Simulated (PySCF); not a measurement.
# What a mistake does to a calculation on AlClGeHO anion

These are calculations, not measurements. They come from PySCF 2.14.0, an open-source quantum chemistry program, on an isolated molecule that a program drew, which may never have been made. The molecule is AlClGeHO anion (charge -1, singlet), drawn as the SMILES string `[O]=[Al][GeH-][Cl]`.

Each row is a Hartree-Fock (HF) and frozen-core CCSD(T) single point in the aug-cc-pV(D+d)Z basis, meant for a local HF minimum. Run 1 is clean. Each other run has one planted mistake out of seven kinds, and not every kind appears here: one electron removed, one electron added, multiplicity raised by two, geometry at a saddle point, minimal basis STO-3G, one bond length entered in bohr, all coordinates scaled. The reference is restricted for singlets and unrestricted otherwise, and also for a bond in bohr. Adding or removing an electron swaps singlet and doublet. Electrons count all cores. HOMO and LUMO are orbital energies over both spins, the gradient is its largest component, and the lowest frequency (negative if imaginary) is given only where the gradient is small. Bond lengths are over the 4 bonds as drawn. T1 is the CCSD diagnostic: over 0.02 (restricted) or 0.045 (unrestricted) a single reference is doubtful. Germanium has the aug-cc-pVDZ-PP basis, with a core potential (ECP10MDF) in place of its 10 inner electrons, and its 3s, 3p and 3d shells are frozen in CCSD(T).

Geometry of the clean run:
```xyz
5
AlClGeHO anion, angstrom
O    -0.3061   -1.0509    4.2261
Al    0.0553   -0.9436    2.6742
Ge    0.5842   -0.5302    0.1622
Cl   -0.4522   -2.5707   -0.5212
H     2.0178   -1.1905    0.3793
```

| run | electrons | basis functions | <S^2> | HOMO (eV) | LUMO (eV) | gradient (hartree/bohr) | lowest frequency (cm^-1) | mean bond (Å) | longest bond (Å) | T1 | HF (hartree) | CCSD(T) (hartree) | mistake |
|---|---|---|---|---|---|---|---|---|---|---|---|---|---|
| 1 | 72 | 128 | 0.000 | -4.17 | 3.31 | 4.6e-06 | 63 | 2.0447 | 2.600 | 0.0237 | -1070.36232 | -1070.93607 | no fault |
| 2 | 72 | 128 | 0.000 | -3.62 | 3.38 | 1.3e-01 | - | 1.9056 | 2.423 | 0.0212 | -1070.33814 | -1070.90231 | all coordinates scaled |
| 3 | 72 | 128 | 0.000 | -2.35 | 3.37 | 1.5e-05 | -523 | 1.9144 | 2.290 | 0.0223 | -1070.30930 | -1070.88054 | ? |
| 4 | 72 | 128 | 2.046 | -1.13 | 2.61 | 5.0e-02 | - | 2.0447 | 2.600 | 0.0311 | -1070.26763 | -1070.83415 | ? |

**Which mistake was planted in run 3, and what did it cost?**

The gradient is small, so the point is stationary, but the lowest frequency is imaginary (-523 cm^-1). So the mistake is: geometry at a saddle point. Subtracting run 1 and multiplying by 627.51 kcal/mol a hartree, the energy moved by 33.3 kcal/mol in HF and 34.8 kcal/mol in CCSD(T).

**Which mistake was planted in run 4, and what did it cost?**

Electrons, basis and geometry are unchanged, and <S^2> is 2.046, beside S(S+1) = 2.00 for a multiplicity of 3. So the mistake is: multiplicity raised by two. Subtracting run 1 and multiplying by 627.51 kcal/mol a hartree, the energy moved by 59.4 kcal/mol in HF and 64.0 kcal/mol in CCSD(T).

Cautions from the logs. Run 1: T1 is over the limit, so its CCSD(T) energy is less reliable; run 2: T1 is over the limit, so its CCSD(T) energy is less reliable; run 3: T1 is over the limit, so its CCSD(T) energy is less reliable.
